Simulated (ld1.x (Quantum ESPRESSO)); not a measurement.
**An all-electron radial function and its pseudo partner (Ti (Z = 22))**

Columns: radius, all-electron u(r) and pseudo u(r) of the 3d shell (level -7.65 eV) of titanium in the configuration [Ar] 3d2 4s1.5 4p0; PBE, scalar-relativistic, PAW scheme, ld1.x (Quantum ESPRESSO) 7.5.

```json
{"r (bohr)": "0.180", "all-electron": "0.1158", "pseudo": "0.0016"}
{"r (bohr)": "0.360", "all-electron": "0.3766", "pseudo": "0.0120"}
{"r (bohr)": "0.540", "all-electron": "0.5930", "pseudo": "0.0381"}
{"r (bohr)": "0.720", "all-electron": "0.7221", "pseudo": "0.0830"}
{"r (bohr)": "0.900", "all-electron": "0.7736", "pseudo": "0.1452"}
{"r (bohr)": "1.080", "all-electron": "0.7724", "pseudo": "0.2192"}
{"r (bohr)": "1.260", "all-electron": "0.7408", "pseudo": "0.2962"}
{"r (bohr)": "1.440", "all-electron": "0.6940", "pseudo": "0.3667"}
{"r (bohr)": "1.620", "all-electron": "0.6410", "pseudo": "0.4219"}
{"r (bohr)": "1.800", "all-electron": "0.5869", "pseudo": "0.4559"}
{"r (bohr)": "1.980", "all-electron": "0.5346", "pseudo": "0.4668"}
{"r (bohr)": "2.160", "all-electron": "0.4853", "pseudo": "0.4568"}
{"r (bohr)": "2.340", "all-electron": "0.4398", "pseudo": "0.4311"}
{"r (bohr)": "2.520", "all-electron": "0.3981", "pseudo": "0.3967"}
{"r (bohr)": "2.700", "all-electron": "0.3599", "pseudo": "0.3599"}
{"r (bohr)": "2.880", "all-electron": "0.3251", "pseudo": "0.3251"}
{"r (bohr)": "3.060", "all-electron": "0.2933", "pseudo": "0.2933"}
{"r (bohr)": "3.240", "all-electron": "0.2642", "pseudo": "0.2642"}
{"r (bohr)": "3.420", "all-electron": "0.2376", "pseudo": "0.2376"}
{"r (bohr)": "3.600", "all-electron": "0.2133", "pseudo": "0.2133"}
{"r (bohr)": "3.780", "all-electron": "0.1913", "pseudo": "0.1913"}
{"r (bohr)": "3.960", "all-electron": "0.1713", "pseudo": "0.1713"}
{"r (bohr)": "4.140", "all-electron": "0.1532", "pseudo": "0.1532"}
{"r (bohr)": "4.320", "all-electron": "0.1368", "pseudo": "0.1368"}
{"r (bohr)": "4.500", "all-electron": "0.1221", "pseudo": "0.1221"}
{"r (bohr)": "4.680", "all-electron": "0.1089", "pseudo": "0.1089"}
```

(1) How many radial nodes do the two functions have?

(2) At about which radius was the pseudo-wave matched?

(3) Where does each function peak?

(4) Is the pseudo-wave norm-conserving?

## Answers

(1) The all-electron 3d function has n − l − 1 = 0; the pseudo-wave has 0.

(2) 2.90 bohr. The columns agree to 0.0005 from 2.70 bohr on; several derivatives are matched, so the curves merge somewhat inside the radius.

(3) Outermost all-electron maximum near 0.90 bohr, pseudo maximum near 1.98 bohr (to the table’s step).

(4) No, it belongs to a PAW set: the norm inside the radius is not constrained, and the difference is carried by the augmentation charge.
